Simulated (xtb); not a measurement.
Si(H)3(NHMe) (CH₇NSi), SMILES [SiH3]NC. All values are semi-empirical tight-binding results from xtb (GFN2-xTB unless named), good for trends rather than for accurate numbers. Geometry: GFN2-xTB.

Optimised geometry:

```xyz
10

Si     1.0706    -0.1865     0.2202
N     -0.4403    -0.0424    -0.5857
C     -1.6418     0.4252     0.0615
H      1.9969    -0.5840    -0.8365
H      1.3506     1.1379     0.7761
H      1.1180    -1.1684     1.3177
H     -0.6504    -0.7118    -1.3108
H     -2.1633    -0.3670     0.6122
H     -2.3307     0.8400    -0.6776
H     -1.3772     1.2098     0.7674
```
Charge 0, spin multiplicity 1.

Computed properties:
```
Quantity                                        Value
--------------------------------------  -------------
orbital gap                                   5.35 eV
dipole moment                                  1.09 D
zero-point energy                       48.1 kcal/mol
G − E(el) at 298.15 K (modified RRHO)   30.9 kcal/mol
static polarisability (D4 model)           54.5 bohr³
solvation energy, GFN2-xTB/ALPB(water)  -0.5 kcal/mol
solvation energy, GFN2-xTB/ALPB(ether)  -2.8 kcal/mol
```

Computed atomic charges and the Wiberg bond orders between heavy atoms:
charges (e) Si1 0.46, N2 -0.33, C3 -0.02, H4 -0.12, H5 -0.10, H6 -0.11, H7 0.14, H8 0.02, H9 0.03, H10 0.03. Bond orders Si1–N2 1.13, N2–C3 1.04.
